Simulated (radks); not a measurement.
All-electron atom: neutral nickel in [Ar] 3d8 4s2. Calculated with a radial shooting solver on a logarithmic mesh with Libxc functionals: scalar-relativistic Kohn-Sham, LDA (Slater exchange, Perdew-Wang correlation), spin-polarised, spherical densities, finite nucleus; open shells are filled with parallel spins first; Fermi nuclear charge, rms radius 3.7757 fm.

Normalised radial functions P(r) = r R(r), r in bohr:

| r | 3d down | 4s down |
|---|---|---|
| 0.003093 | 0.0000 | 0.0251 |
| 0.00406 | 0.0000 | 0.0318 |
| 0.005329 | 0.0000 | 0.0400 |
| 0.006994 | 0.0001 | 0.0497 |
| 0.00918 | 0.0002 | 0.0607 |
| 0.01205 | 0.0004 | 0.0725 |
| 0.01594 | 0.0008 | 0.0842 |
| 0.02093 | 0.0017 | 0.0931 |
| 0.02747 | 0.0036 | 0.0961 |
| 0.03606 | 0.0075 | 0.0889 |
| 0.04733 | 0.0153 | 0.0663 |
| 0.06212 | 0.0305 | 0.0247 |
| 0.08154 | 0.0587 | -0.0351 |
| 0.107 | 0.1082 | -0.1027 |
| 0.1405 | 0.1897 | -0.1554 |
| 0.1844 | 0.3124 | -0.1606 |
| 0.242 | 0.4776 | -0.0917 |
| 0.3177 | 0.6686 | 0.0470 |
| 0.417 | 0.8457 | 0.1998 |
| 0.5473 | 0.9549 | 0.2743 |
| 0.7184 | 0.9564 | 0.1982 |
| 0.943 | 0.8523 | -0.0222 |
| 1.248 | 0.6760 | -0.3108 |
| 1.638 | 0.4861 | -0.5399 |
| 2.15 | 0.3144 | -0.6403 |
| 2.822 | 0.1798 | -0.5932 |
| 3.704 | 0.0878 | -0.4382 |
| 4.861 | 0.0346 | -0.2523 |
| 6.381 | 0.0103 | -0.1079 |
| 8.376 | 0.0021 | -0.0321 |

3d down: eigenvalue -8.106 eV, 0 radial nodes, <r> = 1.03 bohr, 90 % of the charge inside 1.84 bohr. 4s down: eigenvalue -5.683 eV, 3 radial nodes at r = 0.0701, 0.293, 0.922 bohr, <r> = 2.82 bohr, 90 % of the charge inside 4.35 bohr.
